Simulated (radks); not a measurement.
Task: The mean radii <r> (bohr) of the occupied orbitals of an atom or ion are listed with their occupations. Method: Dirac Kohn-Sham, PBE, spin-unpolarised, spherical densities, point nucleus; computed with a radial shooting solver on a logarithmic mesh with Libxc functionals.

| orbital | occ. | <r> |
|---|---|---|
| 1s1/2 | 2 | 0.01834 |
| 2s1/2 | 2 | 0.07693 |
| 2p1/2 | 2 | 0.06365 |
| 2p3/2 | 4 | 0.07161 |
| 3s1/2 | 2 | 0.2005 |
| 3p1/2 | 2 | 0.1906 |
| 3p3/2 | 4 | 0.2053 |
| 3d3/2 | 4 | 0.1797 |
| 3d5/2 | 6 | 0.1842 |
| 4s1/2 | 2 | 0.4494 |
| 4p1/2 | 2 | 0.4546 |
| 4p3/2 | 4 | 0.4878 |
| 4d3/2 | 4 | 0.5047 |
| 4d5/2 | 6 | 0.5162 |
| 5s1/2 | 2 | 1.069 |
| 5p1/2 | 2 | 1.179 |
| 5p3/2 | 4 | 1.284 |
| 4f5/2 | 6 | 0.6032 |
| 4f7/2 | 8 | 0.6130 |
| 6s1/2 | 1 | 2.977 |
| 5d3/2 | 4 | 1.940 |

Name the element and its charge. Open shells, if any, fill j = l - 1/2 first.

Result: Z = 74, tungsten, charge +1: W+ in [Xe] 4f14 5d4 6s1. The 1s radius gives Z: for a bare nucleus <r> = (2 gamma + 1)/(2Z) with gamma = sqrt(1 - (Z/c)^2), 0.01813 bohr for Z = 74, and screening makes it slightly larger (0.01834 here). The occupations add up to 73, and the charge is Z minus that.
